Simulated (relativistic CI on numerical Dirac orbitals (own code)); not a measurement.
## Hyperfine structure of Ne⁴⁺, mass number 21

Method of calculation: Dirac-Coulomb-Breit CI, separate exchange-only KLI orbitals for each configuration, a model potential for QED, valence Slater integrals scaled by 0.85, P86 correlation energy added to each configuration (own radial code, finite nucleus).

Configuration list (outside the closed core 1s2): 2s2.2p2, 2s.2p3, 2p4, 2s2.2p.3s, 2s2.2p.3p, 2s2.2p.3d, 2p3.3s, 2p3.3p, 2s.2p2.3s, 2p3.3d, 2s2.2p.4s, 2s.2p2.3p, 2s2.2p.4p, 2s2.2p.4d, 2s2.2p.4f, 2s.2p2.3d. Levels of other configurations are missing.

Nuclear spin I = 3/2, μ = -0.6617 μN, Q = 0.1016 b (tables of Stone and Pyykkö). The electronic factors are computed for point nuclear moments, without core polarisation; leaving it out makes A of s and p electrons in near-neutral atoms 20 to 40 % too small, and it can dominate for d and f shells.

| Level | E (eV) | A (MHz) | B (MHz) |
| --- | --- | --- | --- |
| 2s2.2p2 3P_1 | 0.0508 | -44.58 | 87.4 |
| 2s2.2p2 3P_2 | 0.1364 | -530.6 | -175 |
| 2s2.2p2 1D_2 | 3.5187 | -774.6 | 346 |
| 2s.2p3 5S°_2 | 11.8405 | -2025 | -0.00518 |
| 2s.2p3 3D°_3 | 22.2570 | -1947 | -4.97 |
| 2s.2p3 3D°_2 | 22.2661 | -1123 | 11.7 |
| 2s.2p3 3D°_1 | 22.2696 | 1393 | 5.36 |
| 2s.2p3 3P°_2 | 25.7045 | -2301 | -10.3 |

Levels with J = 0, under 50 % of one LS term, or S terms without an open s electron are left out. Small factors come from cancelling terms and can be off by tens of per cent or more.

At this charge configurations can still be misplaced by up to about 7 % of their energy. 42 of the 44 excited levels that our extract of the measured tables holds in this range could be paired (the sources list more); they are missed by 3302 cm⁻¹ on average and 11375 at most, and levels without a partner can miss by more.

(1) Give the hyperfine levels of 2s2.2p2 3P_2 relative to its centre of gravity.

## Answers

(1) With K = F(F + 1) − I(I + 1) − J(J + 1), E = AK/2 + B[¾K(K + 1) − I(I + 1)J(J + 1)]/[2I(2I − 1)J(2J − 1)]: F = 1/2: 2234, F = 3/2: 1592, F = 5/2: 374.9, F = 7/2: -1636 MHz.
